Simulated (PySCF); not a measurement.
**Working out the ionisation energy of As⁺**

As⁺ [Ar] 3d10 4s2 4p2 (3P) → As²⁺ [Ar] 3d10 4s2 4p1 (2P). Calculation: PySCF 2.14, in aug-cc-pVTZ-PP with ECP10MDF; a scalar-relativistic core potential. Frozen: 3s2 3p6 3d10. Energies in hartree (1 hartree = 27.21139 eV):

```
             part  As⁺ (lower)  As²⁺ (upper)
              UHF  -330.864177   -330.203455
MP2 opposite-spin    -0.045302     -0.037821
    MP2 same-spin    -0.009055     -0.002649
```

Q: What does Hartree-Fock give?

A: (-330.203455) − (-330.864177) = 0.660722 hartree = 17.979 eV.

Q: What do MP2 and SCS-MP2 (6/5 opposite-spin, 1/3 same-spin) give?

A: The opposite-spin parts differ by 0.204 eV and the same-spin parts by 0.174 eV. MP2: 17.979 + (0.204) + (0.174) = 18.357 eV. SCS-MP2: 17.979 + 1.2 × (0.204) + (0.174)/3 = 18.282 eV.

Reference: 18.589 eV (measured; NIST Atomic Spectra Database, ionization energies), between the lowest levels; spin-orbit coupling is absent from the calculation.

What remains against the reference includes basis incompleteness, the frozen core and correlation beyond second order.
